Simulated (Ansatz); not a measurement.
Basis sets compared for Zr4P4. The state is a singlet with charge 0. Geometry PBE-D4/def2-SVP. Ansatz on 4 threads of Intel Xeon on a shared host; times are rough, and most runs start from earlier orbitals.

```xyz
8

Zr   -0.3990    0.0473    2.0888
Zr    1.0175   -1.1489   -0.4254
Zr   -1.6484    0.9600   -0.2625
Zr    0.9399    1.8738    0.3593
P     2.0719   -0.0664    1.5339
P    -1.0780   -0.9568   -1.8449
P     0.4462    0.8701   -1.8842
P    -1.3500   -1.5791    0.4351
```

In the def2 sets Zr takes a core potential; there is no spin–orbit coupling. The restricted singlet is unstable towards broken spin symmetry in Hartree–Fock (as tested in another run); at PBE-D4/def2-SVP, PBE-D4/def2-TZVP, PBE0-D4/def2-SVP, PBE0-D4/def2-TZVP this wasn't settled. No other spin state of charge 0 was run. The structure comes from a short search, and lower isomers may exist.

Binding counts from free atoms (Zr triplet, P quartet) in the same basis, without a counterpoise term.

```json
{"level": "PBE-D4/def2-SVP", "functions": "196", "energy (Eh)": "-1552.8284", "HOMO (eV)": "-3.52", "LUMO (eV)": "-2.71", "binding per atom (eV)": "–", "wall time": "10 s"}
{"level": "PBE0-D4/def2-SVP", "functions": "196", "energy (Eh)": "-1552.7921", "HOMO (eV)": "-4.15", "LUMO (eV)": "-2.07", "binding per atom (eV)": "4.17", "wall time": "17 s"}
```

Task: Estimate the rows for PBE-D4/def2-TZVP (with forces), PBE0-D4/def2-TZVP.

Result: 
```tsv
level	functions	energy (Eh)	HOMO (eV)	LUMO (eV)	binding per atom (eV)	wall time
PBE-D4/def2-TZVP (with forces)	308	-1553.3512	-3.46	-2.65	–	21 s
PBE0-D4/def2-TZVP	308	-1553.3118	-4.07	-1.99	4.23	45 s
```
